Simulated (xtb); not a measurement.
C₅H₁₁Si, charge +2, doublet, at a GFN2-xTB geometry of the parent state (a state made from the parent by changing its charge; the spin is typed, not shown lowest); xtb 6.7.1 with GFN2-xTB.

xtb was given this input:
```
$ xtb mol.xyz --gfn 2 --chrg 2 --uhf 1 --json

# file mol.xyz
17

C      2.06786214     1.74813003    -0.40400846
C      0.94744866     1.17771277    -0.10424235
Si    -0.26267662    -0.19972994     0.05641011
C     -0.70919004    -0.37488162     1.90150174
C     -1.80525477     0.25556010    -0.96722848
C      0.42809799    -1.87456898    -0.57640950
H      2.24392170     2.80739708    -0.24657127
H      2.92197778     1.22572443    -0.83410363
H     -1.43197317    -1.17002222     2.05988663
H     -1.13933223     0.54240514     2.29074624
H      0.16790572    -0.60475005     2.49848666
H     -2.25043938     1.18136668    -0.61700064
H     -1.55643430     0.38754955    -2.01566091
H     -2.56445753    -0.51865903    -0.90469755
H      1.31483648    -2.16476627    -0.02132360
H     -0.30374718    -2.67051690    -0.47201190
H      0.70143109    -1.81122300    -1.62516930
```

Output, abridged:

```
   ID    Z sym.   atoms
    1    6 C      1, 2, 4-6
    2   14 Si     3
    3    1 H      7-17

           -------------------------------------------------
          |                Calculation Setup                |
           -------------------------------------------------

           -------------------------------------------------
          |                 G F N 2 - x T B                 |
           -------------------------------------------------

          ...................................................
          :                      SETUP                      :
          :.................................................:
          :  # basis functions                  41          :
          :  # atomic orbitals                  40          :
          :  # shells                           24          :
          :  # electrons                        33          :
          :  max. iterations                   250          :
          :  Hamiltonian                  GFN2-xTB          :
          :  restarted?                      false          :
          :  GBSA solvation                  false          :
          :  PC potential                    false          :
          :  electronic temp.          300.0000000     K    :
          :  accuracy                    1.0000000          :
          :  -> integral cutoff          0.2500000E+02      :
          :  -> integral neglect         0.1000000E-07      :
          :  -> SCF convergence          0.1000000E-05 Eh   :
          :  -> wf. convergence          0.1000000E-03 e    :
          :  Broyden damping             0.4000000          :
          :  net charge                          2          :
          :  unpaired electrons                  1          :
          ...................................................

 iter      E             dE          RMSdq      gap      omega  full diag
   1    -16.9287504 -0.169288E+02  0.587E+00    2.53       0.0  T
   2    -16.9290965 -0.346119E-03  0.392E+00    0.80       1.0  T
   3    -16.9468075 -0.177110E-01  0.336E+00    1.77       1.0  T
   4    -17.0962652 -0.149458E+00  0.131E+00    1.30       1.0  T
   5    -17.1059804 -0.971526E-02  0.945E-01    0.97       1.0  T
   6    -17.1134863 -0.750590E-02  0.620E-01    1.08       1.0  T
   7    -17.1131070  0.379350E-03  0.628E-01    1.11       1.0  T
   8    -17.1132746 -0.167623E-03  0.543E-01    1.11       1.0  T
   9    -17.1153610 -0.208638E-02  0.260E-01    1.15       1.0  T
  10    -17.1155312 -0.170231E-03  0.181E-01    1.19       1.0  T
  11    -17.1158005 -0.269286E-03  0.771E-02    1.19       1.0  T
  12    -17.1158050 -0.455327E-05  0.629E-02    1.18       1.0  T
  13    -17.1158282 -0.231753E-04  0.230E-02    1.19       1.1  T
  14    -17.1158318 -0.354452E-05  0.630E-03    1.19       3.8  T
  15    -17.1158321 -0.311891E-06  0.250E-03    1.19       9.7  T
  16    -17.1158321 -0.531568E-07  0.122E-03    1.19      20.0  T
  17    -17.1158321 -0.474899E-08  0.927E-04    1.19      26.2  T
  18    -17.1158321 -0.566307E-08  0.466E-04    1.19      52.1  T

   *** convergence criteria satisfied after 18 iterations ***

         :::::::::::::::::::::::::::::::::::::::::::::::::::::
         ::                     SUMMARY                     ::
         :::::::::::::::::::::::::::::::::::::::::::::::::::::
         :: total energy             -16.810163382843 Eh    ::
         :: gradient norm              0.102716597866 Eh/a0 ::
         :: HOMO-LUMO gap              1.190938679102 eV    ::
         ::.................................................::
         :: SCC energy               -17.115763025499 Eh    ::
         :: -> isotropic ES            0.343316681341 Eh    ::
         :: -> anisotropic ES         -0.038340337343 Eh    ::
         :: -> anisotropic XC          0.021608539133 Eh    ::
         :: -> dispersion             -0.007954570081 Eh    ::
         :: repulsion energy           0.305599642656 Eh    ::
[...]
       ...                                ...                  ...
        40                          0.4277944              11.6409
      -------------------------------------------------------------
                  HL-Gap            0.0437662 Eh            1.1909 eV
             Fermi-level           -0.7504432 Eh          -20.4206 eV

     #   Z          covCN         q      C6AA      α(0)
     1   6 C        2.831    -0.030    28.729     8.783
     2   6 C        1.862     0.027    30.439     8.912
     3  14 Si       3.502     0.608    97.839    19.137
     4   6 C        3.649    -0.183    24.455     7.104
     5   6 C        3.649    -0.183    24.458     7.105
     6   6 C        3.647    -0.194    24.702     7.142
     7   1 H        0.925     0.285     0.756     1.360
     8   1 H        0.925     0.285     0.753     1.357
     9   1 H        0.925     0.149     1.397     1.849
    10   1 H        0.925     0.153     1.374     1.833
    11   1 H        0.925     0.157     1.344     1.813
    12   1 H        0.925     0.153     1.374     1.833
    13   1 H        0.925     0.157     1.344     1.813
    14   1 H        0.925     0.149     1.398     1.849
    15   1 H        0.925     0.150     1.388     1.843
    16   1 H        0.925     0.165     1.292     1.778
    17   1 H        0.925     0.151     1.387     1.842

 Mol. C6AA /au·bohr⁶  :       2265.861126
 Mol. C8AA /au·bohr⁸  :      68993.138482
 Mol. α(0) /au        :         77.351363

Wiberg/Mayer (AO) data.
largest (>0.10) Wiberg bond orders for each atom

 ---------------------------------------------------------------------------
     #   Z sym  total        # sym  WBO       # sym  WBO       # sym  WBO
 ---------------------------------------------------------------------------
     1   6 C    3.952 --     2 C    2.337     7 H    0.777     8 H    0.762
     2   6 C    3.669 --     1 C    2.337     3 Si   0.902     6 C    0.123
                             8 H    0.102
     3  14 Si   3.481 --     2 C    0.902     6 C    0.806     5 C    0.753
                             4 C    0.752
     4   6 C    3.718 --     9 H    0.949    10 H    0.934    11 H    0.920
                             3 Si   0.752
     5   6 C    3.719 --    14 H    0.949    12 H    0.934    13 H    0.920
                             3 Si   0.753
     6   6 C    3.821 --    15 H    0.928    17 H    0.928    16 H    0.924
                             3 Si   0.806     2 C    0.123
     7   1 H    0.914 --     1 C    0.777
     8   1 H    0.916 --     1 C    0.762     2 C    0.102
     9   1 H    0.976 --     4 C    0.949
    10   1 H    0.961 --     4 C    0.934
    11   1 H    0.962 --     4 C    0.920
    12   1 H    0.961 --     5 C    0.934
    13   1 H    0.962 --     5 C    0.920
    14   1 H    0.976 --     5 C    0.949
    15   1 H    0.964 --     6 C    0.928
    16   1 H    0.972 --     6 C    0.924
    17   1 H    0.964 --     6 C    0.928
 ---------------------------------------------------------------------------

Topologies differ in total number of bonds
Writing topology from bond orders to xtbtopo.mol

molecular dipole:
                 x           y           z       tot (Debye)
 q only:        1.089       0.623      -0.276
   full:        1.166       0.746      -0.278       3.589
molecular quadrupole (traceless):
                xx          xy          yy          xz          yz          zz
 q only:        7.649      12.392       1.266      -3.957      -2.275      -8.915
  q+dip:        8.561      14.006       2.157      -4.742      -2.246     -10.718
   full:        7.919      12.931       1.632      -4.218      -2.247      -9.550

           -------------------------------------------------
          | TOTAL ENERGY              -16.810163382843 Eh   |
          | GRADIENT NORM               0.102716597866 Eh/α |
          | HOMO-LUMO GAP               1.190938679102 eV   |
           -------------------------------------------------

normal termination of xtb
```
